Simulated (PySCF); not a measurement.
GaH3, SMILES [GaH3].

Geometry: PBE0-D3(BJ)/def2-TZVPD. The isomer is the one that the SMILES or the coordinates give; other isomers of the formula were not compared.

Two levels are set side by side: PBE/def2-TZVPD (PySCF) and B3LYP/def2-TZVPD (PySCF). Same geometry, gas phase. Differences are taken from unrounded values.

```csv
quantity,B3LYP
orbital gap (eV),6.28
highest occupied level (eV),-8.41
lowest empty level (eV),-2.12
mean polarisability (bohr³),33.5
```

**Question.** What does PBE give, and how far is it from B3LYP? (The exact figures need the calculation; the answer reports its results.)

**Answer.** 
| quantity | PBE | PBE minus B3LYP |
|---|---|---|
| orbital gap (eV) | 4.69 | -1.59 |
| highest occupied level (eV) | -7.34 | 1.06 |
| lowest empty level (eV) | -2.66 | -0.53 |
| mean polarisability (bohr³) | 34.6 | 1.0 |

PBE's occupied levels lie high since its potential decays too fast outside the molecule; exact exchange lowers them and widens the gap. Loosely held outer electrons make PBE densities more polarisable. Differences between two approximate levels are no errors against the true value.

Rough cost on one machine, each run with all the roots and properties that it gave: B3LYP against PBE within a factor of 2.
